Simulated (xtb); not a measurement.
xtb input (GFN2-xTB):

```bash
xtb mol.xyz --gfn 2 --sp --chrg -1 --uhf 0
```
mol.xyz:
```
10

Si     0.12759042    -0.02251275    -0.08766497
F      0.35522030    -0.78414347     1.35497197
N      1.47561772    -0.22154179    -0.99559541
N     -0.35561418     1.63419892     0.29063995
N     -1.47845352    -0.68158442    -0.50278211
H      1.42903357     0.11842324    -1.95042284
H      0.42887649     2.25229716     0.44389290
H     -1.02782743     1.74635092     1.04001957
H     -1.42852723    -1.66445697    -0.74671523
H     -1.87565425    -0.19765360    -1.30004933
```

End of the output:

```
         :::::::::::::::::::::::::::::::::::::::::::::::::::::
         ::                     SUMMARY                     ::
         :::::::::::::::::::::::::::::::::::::::::::::::::::::
         :: total energy             -18.044799706418 Eh    ::
         :: gradient norm              0.017044630633 Eh/a0 ::
         :: HOMO-LUMO gap              6.428059612995 eV    ::
         ::.................................................::
         :: SCC energy               -18.196891357358 Eh    ::
         :: -> isotropic ES            0.213818602033 Eh    ::
         :: -> anisotropic ES          0.006197416829 Eh    ::
         :: -> anisotropic XC         -0.000496517580 Eh    ::
         :: -> dispersion             -0.006516692011 Eh    ::
         :: repulsion energy           0.152091650939 Eh    ::
         :: add. restraining           0.000000000000 Eh    ::
         :: total charge              -1.000000000000 e     ::
         :::::::::::::::::::::::::::::::::::::::::::::::::::::

           -------------------------------------------------
          |                Property Printout                |
           -------------------------------------------------

    * Orbital Energies and Occupations

         #    Occupation            Energy/Eh            Energy/eV
      -------------------------------------------------------------
         1        2.0000           -0.5949122             -16.1884
       ...           ...                  ...                  ...
         4        2.0000           -0.3743887             -10.1876
         5        2.0000           -0.3193249              -8.6893
         6        2.0000           -0.3137815              -8.5384
         7        2.0000           -0.3095087              -8.4222
         8        2.0000           -0.2737357              -7.4487
         9        2.0000           -0.2708310              -7.3697
        10        2.0000           -0.2648356              -7.2065
        11        2.0000           -0.2357662              -6.4155
        12        2.0000           -0.2268258              -6.1722
        13        2.0000           -0.1925803              -5.2404
        14        2.0000           -0.1814978              -4.9388
        15        2.0000           -0.1359646              -3.6998
        16        2.0000           -0.1120483              -3.0490 (HOMO)
        17                          0.1241786               3.3791 (LUMO)
        18                          0.1485351               4.0418
        19                          0.1863333               5.0704
        20                          0.2304139               6.2699
        21                          0.2993721               8.1463
        22                          0.3154225               8.5831
        23                          0.3176316               8.6432
        24                          0.3864120              10.5148
        25                          0.4042219              10.9994
        26                          0.4307197              11.7205
        27                          0.5743934              15.6300
       ...                                ...                  ...
        30                          1.1062645              30.1030
      -------------------------------------------------------------
                  HL-Gap            0.2362268 Eh            6.4281 eV
             Fermi-level            0.0060651 Eh            0.1650 eV

     #   Z          covCN         q      C6AA      α(0)
     1  14 Si       3.167     0.539   144.631    25.524
     2   9 F        0.704    -0.389    13.401     4.323
     3   7 N        1.682    -0.592    37.236     9.015
     4   7 N        2.539    -0.470    32.442     8.459
     5   7 N        2.537    -0.466    32.302     8.441
     6   1 H        0.863     0.055     2.276     2.363
     7   1 H        0.861     0.078     2.012     2.222
     8   1 H        0.860     0.093     1.862     2.138
     9   1 H        0.861     0.076     2.033     2.234
    10   1 H        0.861     0.076     2.033     2.233

 Mol. C6AA /au·bohr⁶  :       1575.307631
 Mol. C8AA /au·bohr⁸  :      48370.304762
 Mol. α(0) /au        :         66.950375

Wiberg/Mayer (AO) data.
largest (>0.10) Wiberg bond orders for each atom

 ---------------------------------------------------------------------------
     #   Z sym  total        # sym  WBO       # sym  WBO       # sym  WBO
 ---------------------------------------------------------------------------
     1  14 Si   4.328 --     3 N    1.709     4 N    0.889     2 F    0.886
                             5 N    0.851
     2   9 F    0.999 --     1 Si   0.886
     3   7 N    2.854 --     1 Si   1.709     6 H    0.972
     4   7 N    3.015 --     7 H    1.001     8 H    0.989     1 Si   0.889
     5   7 N    3.001 --    10 H    1.000     9 H    1.000     1 Si   0.851
     6   1 H    0.997 --     3 N    0.972
     7   1 H    0.994 --     4 N    1.001
     8   1 H    0.991 --     4 N    0.989
     9   1 H    0.994 --     5 N    1.000
    10   1 H    0.994 --     5 N    1.000
 ---------------------------------------------------------------------------

Topologies differ in total number of bonds
Writing topology from bond orders to xtbtopo.mol

molecular dipole:
                 x           y           z       tot (Debye)
 q only:       -0.610       0.333      -0.037
   full:       -1.275       0.572       0.038       3.554
molecular quadrupole (traceless):
                xx          xy          yy          xz          yz          zz
 q only:       -3.056       1.240       1.832       2.187       1.338       1.225
  q+dip:       -5.434       2.666       2.489       2.865       3.246       2.945
   full:       -6.748       3.346       3.616       4.402       3.457       3.133

           -------------------------------------------------
          | TOTAL ENERGY              -18.044799706418 Eh   |
          | GRADIENT NORM               0.017044630633 Eh/α |
          | HOMO-LUMO GAP               6.428059612995 eV   |
           -------------------------------------------------

------------------------------------------------------------------------
------------------------------------------------------------------------
 total:
Note: The following floating-point exceptions are signalling: IEEE_UNDERFLOW_FLAG IEEE_DENORMAL
normal termination of xtb
 SCF:
```

It need not be the lowest isomer of its formula. Whether it binds its extra electron was not tested at this geometry.
